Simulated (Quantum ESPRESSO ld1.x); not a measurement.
These are the eigenvalues of the occupied orbitals of an atom or ion with whole-number occupations (eV). All-electron calculation, Dirac Kohn-Sham, LDA (Slater exchange, Perdew-Zunger correlation), spin-unpolarised, spherical densities, point nucleus. Program: ld1.x of Quantum ESPRESSO 7.5.

| orbital | eigenvalue |
|---|---|
| 1s1/2 | -76079.1 |
| 2s1/2 | -13399.5 |
| 2p1/2 | -12843.6 |
| 2p3/2 | -11217.6 |
| 3s1/2 | -3224.16 |
| 3p1/2 | -2974.87 |
| 3p3/2 | -2618.80 |
| 3d3/2 | -2201.68 |
| 3d5/2 | -2124.66 |
| 4s1/2 | -779.864 |
| 4p1/2 | -674.710 |
| 4p3/2 | -590.176 |
| 4d3/2 | -417.552 |
| 4d5/2 | -401.839 |
| 5s1/2 | -211.316 |
| 4f5/2 | -181.591 |
| 4f7/2 | -178.420 |
| 5p1/2 | -176.552 |
| 5p3/2 | -160.818 |
| 6d3/2 | -53.7141 |
| 6d5/2 | -53.0418 |

Which element is it, and in what charge state? The configuration may be excited. Open shells, if any, are shared by 2j + 1.

Answer. Z = 77, iridium, charge +7: Ir7+ in [Xe] 4f14 6d2. The list shows which subshells hold electrons but not how many an open one holds; the 1s level, -2795.9 hartree, gives Z - s = 74.8 by -(Z - s)^2/2, which with screening and relativity narrows Z to a few neighbours, and the depths of the outer levels then fix element, charge and occupations together.
